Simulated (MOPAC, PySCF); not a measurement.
CH5NSi2, SMILES `C=N[SiH]=[SiH2]` (C–N–Si–Si torsion 168°), neutral singlet in the gas phase. 

Cartesian coordinates (Å):
SMILES: N([SiH]=[SiH2])=C
```xyz
9

C     -2.2083     0.2882    -0.4173
N     -1.0096     0.4837    -0.0624
Si     0.3487    -0.5203    -0.4161
Si     2.3229     0.2805    -0.0232
H     -2.9913     0.9877    -0.1123
H     -2.5416    -0.5590    -1.0336
H      0.1352    -1.4968    -1.5201
H      3.4507    -0.6654    -0.1757
H      2.4934     1.2014     1.1205
```
Charge 0, multiplicity 1.

All levels are single points at this geometry (B3LYP-D3(BJ)/def2-TZVP); Pople sets use spherical d functions. Orbital energies aren't observables, and empty levels follow the basis.

PBE/6-31G* in PySCF gives gap (eV) = 2.20.

Q: Estimate the gap (eV) from each of these levels: B3LYP-D3(BJ)/def2-TZVP in PySCF; BP86/6-31G* in PySCF; HF/6-31G* in PySCF; AM1 in MOPAC; PM6 in MOPAC.

A: 
| level | gap (eV) |
|---|---|
| B3LYP-D3(BJ)/def2-TZVP in PySCF | 3.31 |
| BP86/6-31G* in PySCF | 2.20 |
| HF/6-31G* in PySCF | 8.13 |
| AM1 in MOPAC | 6.08 |
| PM6 in MOPAC | 5.58 |
